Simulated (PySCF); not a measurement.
# Ionisation energy of Ce(3+) by level of theory

Ce(3+) [Xe] 4f1 [4f5/2^1, M_J = 5/2] → Ce(4+) [Xe], as a difference of total energies. Computed with PySCF 2.14 in x2c-SVPall-2c, with the two-component X2C-1e Hamiltonian. Correlated levels: [Ar] 3d10 frozen; the 16 highest virtual spinors dropped. "Screened" scales the spin-orbit matrix elements by Boettger's factors to mimic the two-electron term; Breit and QED terms are absent.

```json
{"method": "GHF (spin-free)", "ionisation energy (eV)": "35.364", "difference from reference (eV)": "-1.542"}
{"method": "GMP2 (spin-free)", "ionisation energy (eV)": "34.955", "difference from reference (eV)": "-1.951"}
{"method": "GHF (screened spin-orbit)", "ionisation energy (eV)": "35.464", "difference from reference (eV)": "-1.442"}
{"method": "GMP2 (screened spin-orbit)", "ionisation energy (eV)": "35.066", "difference from reference (eV)": "-1.840"}
```

Reference: 36.906 ± 0.009 eV (semi-empirical (NIST evaluation); NIST Atomic Spectra Database, ionization energies).

The spin-free rows lack the spin-orbit shift.

Errors of the correlated levels include the incompleteness of this basis and the frozen core.
